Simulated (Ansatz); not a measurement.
`[CH3][Ta](=[O])([OH])[OH]` and `[O]=[Ta]([OH])([OH])[OH]` differ in one atom or group.

Ansatz, PBE0-D4/def2-TZVP geometries, multiplicity 1. Each molecule was computed in one conformer, which needn't be the lowest.

Elements past krypton have def2 core potentials.

| property | `[CH3][Ta](=[O])([OH])[OH]` |
| --- | --- |
| HOMO energy (B3LYP/def2-TZVPP) / eV | -8.08 |
| HOMO energy (PBE0/def2-TZVPP) / eV | -8.32 |
| size of the dipole moment (ωB97M-V/def2-TZVPP) / D | 1.55 |
| size of the dipole moment (B3LYP/def2-TZVPP) / D | 1.47 |
| ideal-gas entropy at 298 K and 1 bar (rigid rotor, harmonic PBE0-D4/def2-TZVP) / J/(mol·K) | 373 |
| zero-point energy (PBE0-D4/def2-TZVP) / kJ/mol | 169.2 |

(1) What does the change do to each property? (An estimate is asked.)

## Answers

(1) Computed: 
```json
{"property": "HOMO energy (B3LYP/def2-TZVPP) / eV", "`[O]=[Ta]([OH])([OH])[OH]`": "-8.27", "shift": "-0.19"}
{"property": "HOMO energy (PBE0/def2-TZVPP) / eV", "`[O]=[Ta]([OH])([OH])[OH]`": "-8.54", "shift": "-0.22"}
{"property": "size of the dipole moment (ωB97M-V/def2-TZVPP) / D", "`[O]=[Ta]([OH])([OH])[OH]`": "6.76", "shift": "5.21"}
{"property": "size of the dipole moment (B3LYP/def2-TZVPP) / D", "`[O]=[Ta]([OH])([OH])[OH]`": "6.67", "shift": "5.20"}
{"property": "ideal-gas entropy at 298 K and 1 bar (rigid rotor, harmonic PBE0-D4/def2-TZVP) / J/(mol·K)", "`[O]=[Ta]([OH])([OH])[OH]`": "372", "shift": "-1"}
{"property": "zero-point energy (PBE0-D4/def2-TZVP) / kJ/mol", "`[O]=[Ta]([OH])([OH])[OH]`": "106.4", "shift": "-62.8"}
```

With PBE0 the HOMO falls by 0.22 eV and the LUMO rises by 0.05 eV, so the gap widens by about 0.27 eV. PBE moves the HOMO by -0.05 eV and ωB97M-V by -0.29 eV. The zero-point energy changes by -62.8 kJ/mol with -6 modes. Dipoles are sizes alone; their direction can turn.

B3LYP here is the variant with VWN-RPA as its local correlation; programs differ in this.
